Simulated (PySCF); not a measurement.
## Radial density of Si⁺ (silicon, charge +1)

UHF, [Ne] 3s2 3p1, 2P determinant. Computed with PySCF 2.14 in Sapporo-DZP-2012 (5s4p2d, 27 functions), with the spin-free X2C one-electron Hamiltonian (Gaussian nucleus).

| r (bohr) | 4πr²ρ (e/bohr) | 4πr²(ρα − ρβ) |
| --- | --- | --- |
| 0.00210 | 0.09051 | 0.0000 |
| 0.00353 | 0.2498 | 0.0000 |
| 0.00594 | 0.6654 | 0.0000 |
| 0.01000 | 1.672 | 0.0000 |
| 0.0168 | 3.922 | 0.0000 |
| 0.0283 | 8.052 | 0.0002 |
| 0.0476 | 13.41 | 0.0014 |
| 0.0800 | 15.77 | 0.0071 |
| 0.135 | 11.85 | 0.0280 |
| 0.226 | 10.05 | 0.0686 |
| 0.381 | 14.28 | 0.0730 |
| 0.640 | 9.453 | -0.0006 |
| 1.08 | 2.153 | 0.1054 |
| 1.81 | 1.623 | 0.4456 |
| 3.05 | 0.6490 | 0.2795 |
| 5.13 | 0.03224 | 0.0191 |
| 8.62 | 0.0001255 | 0.0001 |

Densities and radii are taken from the X2C orbitals without a picture-change correction, which distorts them close to the nucleus.
